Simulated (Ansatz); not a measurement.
Mulliken charges of `F[B]1[CH2][GeH2]1` from ωB97M-V/def2-TZVPP in Ansatz (PBE0-D4/def2-TZVP geometry).

```
atom   x (Å)   y (Å)   z (Å)  charge (e)
  F1  -1.002   1.127   1.873      -0.222
  B2  -0.543   0.744   0.703       0.328
  C3   0.805   0.597   0.086      -0.395
 Ge4  -0.676  -0.850  -0.484      -0.054
  H5   0.966   0.911  -0.944       0.158
  H6   1.729   0.539   0.658       0.119
  H7  -0.591  -0.843  -2.011       0.040
  H8  -0.596  -2.284   0.064       0.026
```

By hand: the dipole of these point charges (1 e Å = 4.8032 D).

Σ q r = (0.082, -0.081, -0.343) e Å, of length 0.362 e Å = 1.74 D.

How does the dipole of the full density compare? (An estimate is asked.)

The calculation gave: (0.102, -0.114, -0.219) e Å, 1.28 D; the point charges give 1.36 times that, at 16° from its direction.

Point charges leave out the atoms' own dipoles, such as those of lone pairs, and Mulliken's split depends on the basis, so the two needn't agree.
